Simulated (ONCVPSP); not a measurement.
What one change does to a pseudopotential (nickel (Ni), ONCV)

Ni, optimised norm-conserving Vanderbilt (ONCV), made with ONCVPSP 4.0.1 (PBEsol, scalar-relativistic). Core [Ne], reference 3s2 3p6 3d8 4s2. Waves: 3s+4s: rc 1.30 bohr, ncon 4, nbas 9, qcut 8.1 1/bohr, 2 projectors; 3p: rc 1.00 bohr, ncon 3, nbas 8, qcut 14.8 1/bohr, 2 projectors, debl 2.5 Ha; 3d: rc 0.95 bohr, ncon 3, nbas 8, qcut 13.9 1/bohr, 1 projector; f scattering state at 0.19 Ha: rc 1.20 bohr, ncon 4, nbas 8, qcut 10.6 1/bohr, 2 projectors, debl 2.3 Ha. Local part: polynomial inside 0.85 bohr (lpopt 5, dvloc0 0 Ha). Core correction: Teter function, parameters optimised by the program.

In the p channel the program set the typed energies aside and used -2.619, 0.250 Ha.

Change: all radii but the core radius scaled by about 1.23 (s 1.60, p 1.22, d 1.16, f 1.48 bohr); local potential polynomial inside 1.04 bohr (lpopt 5, dvloc0 0 Ha).

Cutoffs: the cutoffs (Ha) at which the residual kinetic energy of the hardest occupied pseudo-wave falls to 1 and 0.1 mHa per electron; they do not see the model core or the augmentation charge, which bear on the density cutoff. Errors are all-electron minus pseudo energies relative to the spin-unpolarised reference configuration.

What does the change do?

The potential gets softer (83 Ha and 94 Ha → 72 Ha and 81 Ha); of the 4 tests that both files solve, the error grows in 1 and shrinks in 0 by more than 15 % and 0.3 meV (median size 0.4 → 0.5 meV); neither file shows a bound ghost. A larger radius leaves more room for a smooth pseudo-wave, so fewer plane waves are needed.

| quantity | base | changed |
| --- | --- | --- |
| cutoff, loose | 83 Ha | 72 Ha |
| cutoff, tight | 94 Ha | 81 Ha |
| loose cutoff by channel | s 15 Ha, p 39 Ha, d 83 Ha | s 17 Ha, p 41 Ha, d 72 Ha |
| bound ghosts | none | none |
| GHOST(+) flags under 300 eV | none | none |
| error for 3s2 3p6 3d8 4s1, meV [ΔE 9.34 eV] | -0.4 | -0.4 |
| error for 3s2 3p6 3d8 4s0, meV [ΔE 26.60 eV] | 0.0 | +0.1 |
| error for 3s2 3p6 3d7 4s0, meV [ΔE 64.04 eV] | -18 | -21 |
| error for 3s2 3p6 3d8 4s1 4p1, meV [ΔE 4.63 eV] | -0.4 | -0.5 |
| rms error of d²Exc/dni dnj with the model core, mHa | 0.91 | 0.94 |
